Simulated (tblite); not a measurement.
C6H16OSSi.
Structure used (GFN2-xTB), in Å, numbered top down from 1:
```
atom  x, y, z in Å
C1    -1.1716    0.7179   -1.4613
C2    -1.1747    0.1745   -0.0313
C3    -1.7876   -1.2316   -0.0255
C4    -2.0484    1.0734    0.8507
C5     0.2530    0.1043    0.5614
S6     0.9489    1.7865    0.8518
C7     1.2614   -0.7259   -0.2212
Si8    2.8881   -1.0908    0.7197
O9     3.7255    0.2533    1.0547
H10   -2.1904    0.7624   -1.8390
H11   -0.7577    1.7238   -1.4950
H12   -0.5937    0.0780   -2.1243
H13   -1.2838   -1.8927   -0.7258
H14   -1.7320   -1.6720    0.9678
H15   -2.8342   -1.1753   -0.3161
H16   -1.6837    2.0976    0.8485
H17   -3.0725    1.0756    0.4845
H18   -2.0509    0.7140    1.8781
H19    0.1656   -0.2891    1.5795
H20    1.2683    2.0351   -0.4179
H21    0.8010   -1.6794   -0.4773
H22    1.4835   -0.2263   -1.1669
H23    3.7858   -1.8387   -0.1485
H24    2.5218   -1.8020    1.9483
H25    3.2672    1.0514    1.3271
```

Calculated harmonic vibrations of the isolated species, GFN2-xTB (tblite), most abundant isotopes, no scaling. The method is semi-empirical: single wavenumbers can be off by several per cent or more. Modes of hydrogen on silicon and sulfur can be 10 to 20 % off. One conformer, not necessarily the lowest.

Harmonic wavenumbers (cm⁻¹): 30.0, 36.7, 96.5, 149.2, 165.5, 183.8, 215.6, 222.0, 240.5, 258.6, 279.3, 313.4, 323.2, 366.5, 370.4, 413.0, 440.7, 503.1, 527.6, 609.7, 654.4, 710.6, 751.0, 765.7, 777.2, 816.3, 833.4, 861.0, 927.4, 939.1, 960.2, 964.4, 967.3, 1032.7, 1036.5, 1077.7, 1144.6, 1194.7, 1227.9, 1243.1, 1252.0, 1280.7, 1332.2, 1407.4, 1410.4, 1432.9, 1477.8, 1491.9, 1493.7, 1496.5, 1510.1, 1511.9, 1516.0, 2232.1, 2327.3, 2426.8, 2931.3, 2963.8, 3002.2, 3022.2, 3024.2, 3027.4, 3029.3, 3030.5, 3035.4, 3040.3, 3043.6, 3044.4, 3529.0.

A = 1850, B = 700.7, C = 588.1 MHz; mass 164.069 u (most abundant isotopes); point group C1, symmetry number 1.

Task: What is the zero-point energy?

Result: ½Σν̃ = 44977 cm⁻¹ = 538.04 kJ/mol.

Task: What is S at 350 K and 1 bar for an ideal gas of classical rigid rotors and harmonic oscillators?

Result: Translation 175.80, rotation 129.29, vibration 209.59: S = 514.7 J/(mol K).

Task: And Cp and H(350 K) − H(0)?

Result: Cp = 245.33 J/(mol K), of which vibrations give 212.07 (their classical limit is 69 R = 573.7); H(350 K) − H(0) = 49.82 kJ/mol without the zero-point energy, 38.18 from vibrations.

Task: Blend soft modes into free rotors: weight 1/[1 + (100 cm⁻¹/ν̃)⁴] for the oscillator and the rest for a rotor with moment μB/(μ + B), μ = h/(8π²ν), B = 10⁻⁴⁴ kg m². What vibrational entropy results?

Result: 192.26 J/(mol K) in place of 209.59, which changes −T·S at 350 K by +6.06 kJ/mol.

Task: Which modes carry the vibrational entropy at 350 K?

Result: 30.0 cm⁻¹: 25.72; 36.7 cm⁻¹: 24.05; 96.5 cm⁻¹: 16.06; 149.2 cm⁻¹: 12.51; 165.5 cm⁻¹: 11.68; 183.8 cm⁻¹: 10.84 J/(mol K); the other 63 give 108.74 together.

Task: How do the functions run with temperature in this model?

Result: 
| T (K) | S (J/(mol K)) | Cp (J/(mol K)) | H − H(0) (kJ/mol) | G − H(0) (kJ/mol) | ln q(vib) |
| --- | --- | --- | --- | --- | --- |
| 150 | 361.0 | 130.8 | 11.95 | -42.20 | 4.53 |
| 250 | 441.8 | 189.9 | 28.02 | -82.44 | 8.31 |
| 298.15 | 477.6 | 217.2 | 37.82 | -104.58 | 10.14 |
| 400 | 549.1 | 270.7 | 62.73 | -156.91 | 13.95 |
| 600 | 675.4 | 352.7 | 125.56 | -279.66 | 21.21 |
| 900 | 834.9 | 433.2 | 244.40 | -506.99 | 31.28 |

q(vib) and H(0) count from the zero-point level.

Hindered rotation and anharmonicity are outside this model. Other conformers, if any are populated, would add a mixing term that is left out. The structure is chiral; the term R ln 2 for an equal mix with its mirror image is left out.
